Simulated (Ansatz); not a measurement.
Consider the ligand exchange at the Si–Cl bond: `O[Si]1(Cl)C=N1` + H–F → `O[Si]1(F)C=N1` + HCl.

Program: Ansatz. Geometries: PBE0-D4/def2-TZVP. ΔE: electronic, gas phase. CCSD(T)/CBS is the MP2 limit (def2-TZVPP, def2-QZVPP) plus CCSD(T) − MP2 in def2-TZVPP, frozen cores. This one scheme is used for every species. Functionals use def2-TZVPP. One conformer a species, not always the lowest.

```
     level  ΔE (kJ/mol)
   PBE0-D4        -33.4
r2SCAN0-D4        -40.9
    r2SCAN        -42.4
   r2SCANh        -42.2
```

Problem. What does CCSD(T)/CBS give? (Best estimate.)

Solution. Computed: -38.9 kJ/mol. The listed levels differ from it by 5.5, -2.0, -3.5, -3.3 kJ/mol.

Largest T1 diagnostic among the species: 0.013.

The D4 term adds +5.9 kJ/mol with B3LYP and +3.2 kJ/mol with PBE0; it sums over pairs of atoms, weighted by their polarisabilities, and B3LYP, whose exchange is more repulsive, gets the larger term. From BLYP to BHLYP (50 % exact exchange), in def2-TZVPP and without D4, ΔE moves by −3.6 kJ/mol.

B3LYP here is the variant with VWN-RPA as its local correlation; programs differ in this.
